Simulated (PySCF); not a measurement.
B(Me)2(SiH3) (C2H9BSi), SMILES CB([SiH3])C.

The structure is a stationary point at PBE-D3(BJ)/def2-SVP. The structure was generated by enumeration, and PubChem lists no compound with its InChIKey, so it may never have been made.

Computed with PBE-D3(BJ)/def2-SVP in PySCF.

Frequencies are harmonic and unscaled.

Computed harmonic wavenumbers and intensities:
| mode | ν (cm⁻¹) | IR (km/mol) | moving atoms (share of kinetic energy) |
|---|---|---|---|
| 1 | 28 | 0.1 | H 94 % |
| 2 | 102 | 1.1 | H 95 % |
| 3 | 142 | 1.5 | H 94 % |
| 4 | 177 | 1.1 | H 41 %, C 38 %, B 11 %, Si 9 % |
| 5 | 260 | 0.6 | H 58 %, B 29 % |
| 6 | 286 | 1.4 | H 44 %, C 30 %, Si 18 % |
| 7 | 463 | 22.8 | H 77 %, Si 10 %, B 9 % |
| 8 | 487 | 3.2 | H 35 %, C 31 %, Si 21 %, B 13 % |
| 9 | 547 | 23.9 | H 76 %, Si 15 % |
| 10 | 590 | 1.4 | H 77 %, C 16 % |
| 11 | 805 | 2.7 | H 47 %, B 30 %, C 21 % |
| 12 | 810 | 3.9 | H 50 %, C 35 %, B 15 % |
| 13 | 818 | 3.7 | H 74 %, C 23 % |
| 14 | 847 | 168.5 | H 90 %, Si 9 % |
| 15 | 899 | 30.7 | H 97 % |
| 16 | 914 | 35.9 | H 96 % |
| 17 | 1064 | 49.8 | B 49 %, H 34 %, C 16 % |
| 18 | 1114 | 15.6 | B 51 %, H 44 % |
| 19 | 1244 | 24.1 | H 74 %, C 24 % |
| 20 | 1264 | 105.8 | H 55 %, C 31 %, B 15 % |
| 21 | 1349 | 1.2 | H 96 % |
| 22 | 1351 | 2.8 | H 96 % |
| 23 | 1392 | 0.3 | H 92 % |
| 24 | 1395 | 9.7 | H 90 % |
| 25 | 2116 | 64.9 | H 97 % |
| 26 | 2131 | 85.2 | H 97 % |
| 27 | 2142 | 116.0 | H 96 % |
| 28 | 2926 | 0.8 | H 96 % |
| 29 | 2928 | 0.2 | H 96 % |
| 30 | 3013 | 19.1 | H 92 % |
| 31 | 3014 | 15.7 | H 92 % |
| 32 | 3067 | 6.9 | H 90 %, C 10 % |
| 33 | 3068 | 13.4 | H 91 %, C 9 % |
